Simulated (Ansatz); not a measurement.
`CBNBN` and `CBN[SiH2]C` differ in one atom or group.

Ansatz, PBE0-D4/def2-TZVP geometries, multiplicity 1. Each molecule was computed in one conformer, which needn't be the lowest.

| property | `CBNBN` |
| --- | --- |
| HOMO energy (ωB97M-V/def2-TZVPP) / eV | -9.94 |
| zero-point energy (PBE0-D4/def2-TZVP) / kJ/mol | 283.5 |
| LUMO energy (B3LYP/def2-TZVPP) / eV | -0.29 |
| LUMO energy (ωB97M-V/def2-TZVPP) / eV | 1.85 |
| HOMO energy (PBE/def2-TZVPP) / eV | -6.28 |
| LUMO energy (PBE/def2-TZVPP) / eV | -1.06 |

(1) What does the change do to each property? (Estimate.)

Answers

(1) The calculation gave: 
| property | `CBN[SiH2]C` | shift |
| --- | --- | --- |
| HOMO energy (ωB97M-V/def2-TZVPP) / eV | -10.35 | -0.41 |
| zero-point energy (PBE0-D4/def2-TZVP) / kJ/mol | 317.5 | 34.0 |
| LUMO energy (B3LYP/def2-TZVPP) / eV | 0.05 | 0.34 |
| LUMO energy (ωB97M-V/def2-TZVPP) / eV | 2.07 | 0.22 |
| HOMO energy (PBE/def2-TZVPP) / eV | -6.79 | -0.51 |
| LUMO energy (PBE/def2-TZVPP) / eV | -0.70 | 0.36 |

With PBE0 the HOMO falls by 0.47 eV and the LUMO rises by 0.34 eV, so the gap widens by about 0.81 eV. PBE moves the HOMO by -0.51 eV and ωB97M-V by -0.41 eV. The zero-point energy changes by 34.0 kJ/mol with +6 modes.

B3LYP here is the variant with VWN-RPA as its local correlation; programs differ in this.
